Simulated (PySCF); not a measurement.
C3H10SSi3.
SMILES with atom numbers: `[CH2:1]=[C:2]1[CH2:3][SiH2:4][S:5][SiH2:6][SiH2:7]1`

Probes without a nucleus sit at each ring's centroid and 1 Å off its mean plane on both sides; NICS is minus the shielding there, NICSzz its component along the normal. Level: GIAO PBE0/pcSseg-1 (PySCF, non-relativistic, gas phase) on the GFN2-xTB geometry, one conformer.

Ring bond lengths (Å), with Mayer bond orders in brackets: C2–C3 1.498 (1.03), C3–Si4 1.911 (0.87), Si4–S5 2.143 (0.98), S5–Si6 2.173 (0.91), Si6–Si7 2.318 (0.88), Si7–C2 1.894 (0.85).

Q: What do the NICS probes read (ppm)?

A: 
```
                ring                                                      type  NICS(0)  NICS(1), two faces  NICS(1)zz, two faces  rms pucker (Å)  centre to ring atoms, mean (Å)
C2–C3–Si4–S5–Si6–Si7  6-membered ring with S and 3 Si; formal bonds all single     -1.7         -1.1 / -2.1             6.2 / 3.7            0.29                            1.91
```

Q: What can be read from them?

A: 
- C2–C3–Si4–S5–Si6–Si7: mean NICS(1)zz 5.0 ppm, deshielded. C3, Si4, Si6, Si7 have four or more neighbours, and the NICS criterion for π rings isn't applied.

Q: What field does 1 T along the ring normal induce along that normal at the first NICS(1) probe listed for ring C2–C3–Si4–S5–Si6–Si7, 1 Å off the ring?

A: NICSzz × B0 = 6.2 ppm × 1 T = 6 μT, along the applied field.

Q: Give the inner angles of the rings and the Hirshfeld charges of the ring atoms.

A: 
- C2–C3–Si4–S5–Si6–Si7: C2 116.4° (-0.081 e), C3 112.4° (-0.159 e), Si4 110.9° (+0.317 e), S5 104.7° (-0.187 e), Si6 109.4° (+0.225 e), Si7 107.5° (+0.243 e); sum 661.3° against 720° for a flat convex ring.

The run took 61 s wall on Arm Neoverse N1, one thread, shared host, and the process peaked at 0.88 GiB of memory. This is the whole shielding run at PBE0/pcSseg-1, SCF included.
